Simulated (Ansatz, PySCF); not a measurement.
Gas-phase reaction R1 → P1, each structure at its B3LYP-D3(BJ)/def2-TZVP stationary point, reached from a drawn start; harmonic modes at that level show minima.
R1, C6H6 (SMILES c1ccccc1) (charge 0, multiplicity 1):
```tsv
atom	x (Å)	y (Å)	z (Å)
C	-0.7949	1.1404	0.0331
C	-1.3845	-0.1157	-0.0577
C	-0.5896	-1.2561	-0.0908
C	0.7949	-1.1404	-0.0331
C	1.3845	0.1157	0.0577
C	0.5896	1.2561	0.0908
H	-1.4138	2.0283	0.0589
H	-2.4624	-0.2057	-0.1026
H	-1.0486	-2.2340	-0.1615
H	1.4138	-2.0283	-0.0589
H	2.4624	0.2057	0.1026
H	1.0486	2.2340	0.1615
```
P1, C6H6 (SMILES C1=CC1C1C=C1) (charge 0, multiplicity 1):
| atom | x (Å) | y (Å) | z (Å) |
|---|---|---|---|
| C | 1.6323 | 1.1535 | 0.1050 |
| C | 1.9881 | -0.0806 | 0.2164 |
| C | 0.6283 | 0.1462 | -0.3873 |
| C | -0.6283 | -0.1462 | 0.3873 |
| C | -1.6324 | -1.1535 | -0.1050 |
| C | -1.9882 | 0.0805 | -0.2164 |
| H | 1.8461 | 2.1959 | 0.2641 |
| H | 2.7126 | -0.8092 | 0.5355 |
| H | 0.5044 | 0.0132 | -1.4644 |
| H | -0.5044 | -0.0132 | 1.4644 |
| H | -1.8462 | -2.1959 | -0.2642 |
| H | -2.7127 | 0.8092 | -0.5355 |

P less R. No zero-point or thermal terms. One arrangement of each flexible species, with no search for the lowest.

Correlated levels freeze the cores.

Codes used: Ansatz (Gaussian orbitals); PySCF for M06-2X and the D3/D4 terms. No computed number here is a measurement.

| level | reaction energy (eV) |
|---|---|
| SVWN5/def2-TZVPP | 5.408 |
| PBE-D3(BJ)/def2-TZVPP | 5.305 |
| PBE-D4/def2-TZVPP | 5.307 |
| BLYP-D4/def2-TZVPP | 5.525 |
| revPBE-D4/def2-TZVPP | 5.360 |
| B3LYP-D3(BJ)/def2-TZVPP | 5.578 |
| BHLYP-D4/def2-TZVPP | ? |
| M06-2X/def2-TZVPP | ? |
| CCSD(T)/cc-pVTZ | ? |

Q: What belongs in the gaps?

A: 
- BHLYP-D4/def2-TZVPP, reaction energy (eV): 5.672
- M06-2X/def2-TZVPP, reaction energy (eV): 5.087
- CCSD(T)/cc-pVTZ, reaction energy (eV): 5.368

Ansatz is a first-principles code.
